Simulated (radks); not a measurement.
Numerical settings for the caesium ion Cs+, [Xe]. Calculated with a radial shooting solver on a logarithmic mesh with Libxc functionals: Dirac Kohn-Sham, PBE, spin-unpolarised, spherical densities, finite nucleus; Fermi nuclear charge, rms radius 4.8041 fm. The defaults (mesh step 0.008 in ln r, mesh end at 40 bohr or more with all orbitals vanishing there, Anderson mixing 0.5 over 9 steps, residual threshold near 1e-9 with the energy settled to 1e-9 hartree or 1e-11 of itself, here a cap of 59 iterations) give E = -7789.8366 hartree and 5p3/2 at -18.156 eV in 13 iterations. Run on one thread of a shared host, so times are rough (Arm Neoverse N1): 0.15 s of CPU time, 0.15 s wall, 13 iterations on 2314 mesh points. Changes against that run (0 stands for a change within the tolerance of the run):

mesh step in ln r 0.08: iterations 5; converged no; E (mhartree) diverged; CPU (s) 0.04
mesh step in ln r 0.05: iterations 13; converged yes; E (mhartree) +0.0447; e(5p3/2) (meV) -0.00963; CPU (s) 0.04
mesh step in ln r 0.005: iterations 14; converged yes; E (mhartree) 0; e(5p3/2) (meV) 0; CPU (s) 0.25
mesh end (bohr) 1: iterations 13; converged level above zero; E (mhartree) +3.12e+05; e(5p3/2) (meV) +9.68e+05; CPU (s) 0.11
mesh end (bohr) 5: iterations 13; converged yes; E (mhartree) +32.1; e(5p3/2) (meV) +686; CPU (s) 0.14
residual threshold 0.001: iterations 8; converged yes; E (mhartree) 0; e(5p3/2) (meV) +2.87; CPU (s) 0.12
residual threshold 0.01: iterations 8; converged yes; E (mhartree) 0; e(5p3/2) (meV) +2.87; CPU (s) 0.12
mixing 0.01: iterations 21; converged yes; E (mhartree) 0; e(5p3/2) (meV) 0; CPU (s) 0.23
linear mixing, mixing 0.2: iterations 59; converged no; E (mhartree) 0; e(5p3/2) (meV) -0.0107; CPU (s) 0.51
linear mixing, mixing 0.5: iterations 30; converged yes; E (mhartree) 0; e(5p3/2) (meV) 0; CPU (s) 0.27
mixing history 20: iterations 18; converged yes; E (mhartree) 0; e(5p3/2) (meV) 0; CPU (s) 0.19
iteration cap 2: iterations 2; converged no; E (mhartree) +171; e(5p3/2) (meV) -8.37e+03; CPU (s) 0.03

Settled on a wrong energy, with an occupied level pushed above zero by the early mesh end: mesh end (bohr) 1 (+312 hartree). Apart from these: settings that end as converged yet miss the energy by more than 1 mhartree: mesh end (bohr) 5 (+0.0321 hartree). A mesh that ends early acts as a hard wall.
